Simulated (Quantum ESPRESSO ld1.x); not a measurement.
Charge is removed step by step from the 4s level of neutral dysprosium, starting from [Xe] 4f10 6s2. Calculated with ld1.x of Quantum ESPRESSO 7.5: scalar-relativistic Kohn-Sham, PBEsol, spin-unpolarised, spherical densities, point nucleus.

removed (e)  E - E(0) (eV)  eigenvalue (eV)  E minus straight line (eV)
0                    0.000          -392.96                       0.000
0.125               49.200          -395.01                      -0.997
0.25                98.664          -397.17                      -1.731
0.375               148.40          -399.41                      -2.189
0.5                 198.43          -401.74                      -2.360
0.625               248.75          -404.15                      -2.236
0.75                299.38          -406.62                      -1.806
0.875               350.32          -409.16                      -1.064
1                   401.58          -411.75                       0.000

Removing the whole electron costs 401.58 eV by Delta-SCF, against 392.96 eV from minus the eigenvalue at the starting occupation. Slater's transition state (half an electron removed) gives 401.74 eV. Integrating minus the eigenvalue over the occupation (Janak's theorem) gives 401.94 eV. In this scalar-relativistic scheme the density is built from large components alone, so the theorem holds only approximately. The mean slope of the eigenvalue, de/dn, is 18.8 eV per electron.
